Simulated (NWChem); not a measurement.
# CH3BrSi, singlet; SMILES C[Si]Br

```xyz
6

Si    -0.7666     1.1357     0.0000
Br     0.0506    -0.9832     0.0000
C      0.8863     2.0714     0.0000
H      0.7256     3.1615     0.0000
H      1.4884     1.8000    -0.8851
H      1.4884     1.8000     0.8851
```
Atoms are numbered in this order, from 1.

Program: NWChem. Low-valent species are run as closed-shell singlets; no triplet was tried in these runs. Coordinates come from a PBE0/def2-SVP optimisation. Level: PBE0/def2-SVP with SMD (1 M gas to 1 M solution), gas-phase geometry. Reactions with the solvent are ignored.

For solvent n-hexane:

```yaml
solvation free energy (kcal/mol): -3.7
cavity-dispersion-structure term (kcal/mol): -2.6
dipole in solution (D): 2.16
```

**Question.** How do the values read with solvent water instead?

**Answer.** 
* **solvation free energy (kcal/mol)**: -1.5
* **cavity-dispersion-structure term (kcal/mol)**: 0.9
* **dipole in solution (D)**: 2.53
